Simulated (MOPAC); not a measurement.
Input file for MOPAC: PM7 on SnSb, 2S+1 = 4, a spin state set in the input, which need not be the lowest, a point of a bond scan (R = 3.082 Å).

```
PM7 1SCF PRECISE CHARGE=0 UHF MS=1.5 THREADS=1
SbSn

Sn     0.00000000 1     0.00000000 1     0.00000000 1
Sb     0.00000000 1     0.00000000 1     3.08171400 1
```

The log:

```
*******************************************************************************
 **                                                                           **
 **                              MOPAC v23.2.5                                **
 **                                                                           **
 *******************************************************************************
 ** MOPAC's Digital Object Identifier: https://doi.org/10.5281/zenodo.6511958 **
 **                                                                           **
 ** Please cite the open-source release paper for use of this MOPAC version:  **
 ** J. E. Moussa and J. J. P. Stewart (2026)                                  **
 ** MOPAC: An open-source semiempirical molecular orbital program             **
 ** J. Open Source Softw., 11(119), 8025, https://doi.org/10.21105/joss.08025 **
 *******************************************************************************

                              PM7 CALCULATION RESULTS

 *******************************************************************************
 *  PM7        - The PM7 Hamiltonian to be used
 *  UHF        - UNRESTRICTED HARTREE-FOCK CALCULATION
 *
 *
 *
 *                 CHARGE ON SYSTEM = 0
 *
 *
 *
 *  MS=        - IN MECI, MAGNETIC COMPONENT OF SPIN =  1.5
 *  PRECISE    - TIGHTER CRITERIA TO BE USED
 *  1SCF       - DO 1 SCF AND THEN STOP
 *  THREADS=1  - MULTI-THREADING NOT USED
 *  T=         - A TIME OF 172800.0 SECONDS REQUESTED
 *  DUMP=N     - RESTART FILE WRITTEN EVERY 7200.0 SECONDS REQUESTED
 *******************************************************************************
PM7 1SCF PRECISE CHARGE=0 UHF MS=1.5 THREADS=1
 SbSn

   ATOM   CHEMICAL          X               Y               Z
  NUMBER   SYMBOL      (ANGSTROMS)     (ANGSTROMS)     (ANGSTROMS)

     1      Sn          0.00000000  *   0.00000000  *   0.00000000  *
     2      Sb          0.00000000  *   0.00000000  *   3.08171400  *



          CARTESIAN COORDINATES

    NO.       ATOM           X           Y           Z

     1        Sn          0.0000      0.0000      0.0000
     2        Sb          0.0000      0.0000      3.0817

 General Reference for PM7:
 "Optimization of Parameters for Semiempirical Methods VI: More Modifications to the
 NDDO Approximations and Re-optimization of Parameters", J. J. P. Stewart, J. Mol. Mod., 1:32, 19 (2013)
 https://link.springer.com/article/10.1007/s00894-012-1667-x

           Empirical Formula: Sn Sb  =     2 atoms



      MOLECULAR POINT GROUP   :   C*v


          UHF CALCULATION, NO. OF ALPHA ELECTRONS =    6
                           NO. OF BETA  ELECTRONS =    3

 -------------------------------------------------------------------------------
 PM7 1SCF PRECISE CHARGE=0 UHF MS=1.5 THREADS=1
 SbSn



     1SCF WAS SPECIFIED, SO BFGS WAS NOT USED
     SCF FIELD WAS ACHIEVED


                              PM7 CALCULATION
                                                       MOPAC v23.2.5 Linux




          FINAL HEAT OF FORMATION =         98.76763 KCAL/MOL =     413.24377 KJ/MOL


          COSMO AREA              =        128.12 SQUARE ANGSTROMS
          COSMO VOLUME            =        124.11 CUBIC ANGSTROMS

          IONIZATION POTENTIAL    =          7.894596 EV
          ALPHA SOMO LUMO (EV)    =         -8.111  2.036
          BETA  SOMO LUMO (EV)    =         -7.895 -0.747
          NO. OF ALPHA ELECTRONS  =          6
          NO. OF BETA  ELECTRONS  =          3
          MOLECULAR WEIGHT        =        240.4400         POINT GROUP:  C*v

          MOLECULAR DIMENSIONS (Angstroms)

            Atom       Atom       Distance
           Sb     2   Sn     1     3.08171
           Sb     2   Sn     1     0.00000
           Sn     1   Sb     2     0.00000


          SCF CALCULATIONS        =          1





   ATOM   CHEMICAL          X               Y               Z
  NUMBER   SYMBOL      (ANGSTROMS)     (ANGSTROMS)     (ANGSTROMS)

     1      Sn          0.00000000  *   0.00000000  *   0.00000000  *
     2      Sb          0.00000000  *   0.00000000  *   3.08171400  *

                             CARTESIAN COORDINATES

   1   Sn        0.000000000     0.000000000     0.000000000
   2   Sb        0.000000000     0.000000000     3.081714000


           Empirical Formula: Sn Sb  =     2 atoms



      MOLECULAR POINT GROUP   :   C*v


          ALPHA EIGENVALUES
 -40.36284 -11.45839 -10.83576  -8.48934  -8.41363  -8.11070   2.03644   2.19721
  16.62962  16.75610  16.75832  16.85984  17.06338


           BETA EIGENVALUES
 -32.82486 -10.34600  -7.89460  -0.74665  -0.67147   1.88155   2.74395   3.83761
  16.76924  16.77193  16.88897  16.97771  17.01308


              NET ATOMIC CHARGES AND DIPOLE CONTRIBUTIONS

  ATOM NO.   TYPE          CHARGE      No. of ELECS.   s-Pop       p-Pop       d-Pop
    1         Sn           0.494623        3.5054     1.95944     1.54593
    2         Sb          -0.494623        5.4946     1.99110     3.47402     0.02950
 DIPOLE           X         Y         Z       TOTAL
 POINT-CHG.     0.000     0.000    -7.321     7.321
 HYBRID         0.000     0.000     2.409     2.409
 SUM            0.000     0.000    -4.913     4.913


          ATOMIC ORBITAL ELECTRON POPULATIONS

     Atom    s        px        py        pz      x^2-y^2     xz        z^2       yz        xy
    1 Sn   1.95944   0.99001   0.01153   0.54440
    2 Sb   1.99110   0.99999   0.98811   1.48592   0.00000   0.01000   0.01914   0.00036   0.00000


                    (SZ)    =    1.500000
                    (S**2)  =    3.797090


          ATOMIC ORBITAL SPIN POPULATIONS

    Atom   Total    s     px     py     pz   x^2-y^2  xz     z^2    yz     xy
         Atomic
    1 Sn  0.8407  0.022  0.990  0.012 -0.183
    2 Sb  2.1593  0.001  1.000  0.988  0.164 -0.000  0.010 -0.004  0.000 -0.000

 **********************
 *                    *
 * JOB ENDED NORMALLY *
 *                    *
 **********************




 == MOPAC DONE ==
```

The run finished.

Cost: roughly 0.020 core-seconds.
